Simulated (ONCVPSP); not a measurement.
# silver: excitation energies, all-electron against ONCV

- Element: Ag
- Generator: ONCVPSP 4.0.1
- Type: optimised norm-conserving Vanderbilt (ONCV)
- Functional: PBEsol
- Relativity: scalar-relativistic
- Frozen core: [Ar] 3d10
- Valence charge: 19
- Reference configuration: 4s2 4p6 4d9.5 (charge +1.5)
- Partial waves: 4s: rc 1.60 bohr, ncon 5, nbas 9, qcut 8.7 1/bohr, 3 projectors, debl 3.6 Ha; 4p: rc 1.30 bohr, ncon 4, nbas 8, qcut 13.2 1/bohr, 2 projectors, debl 3.8 Ha; 4d: rc 1.90 bohr, ncon 4, nbas 9, qcut 7.5 1/bohr, 2 projectors, debl 3.1 Ha
- Local potential: polynomial inside 1.00 bohr (lpopt 5, dvloc0 6 Ha)
- Core correction: Teter function, fcfact 3.75, rcfact 1.55

In the s channel the program set the typed energies aside and used -4.046, 0.050, 3.650 Ha.

Energies are relative to the spin-unpolarised reference configuration 4s2 4p6 4d9.5; without spin polarisation the order of configurations can differ from experiment.

```csv
valence configuration,charge,ΔE all-electron (eV),error AE − PS (meV)
4s2 4p6 4d10,+1,-9.401,-0.5
4s2 4p6 4d9,+2,12.713,-0.8
4s2 4p6 4d9 5s1,+1,-3.982,+7.0
```

Q: What are ΔE and the potential's error for 4s2 4p6 4d10 5s1?

A: ΔE = -17.147 eV all-electron; the error (AE − PS) is -3.4 meV.

Note: ghosts flagged at negative energy: d at -268.0 eV; GHOST(+) flagged for s at 556.3 eV. A true bound ghost makes a file unfit for plane-wave use.
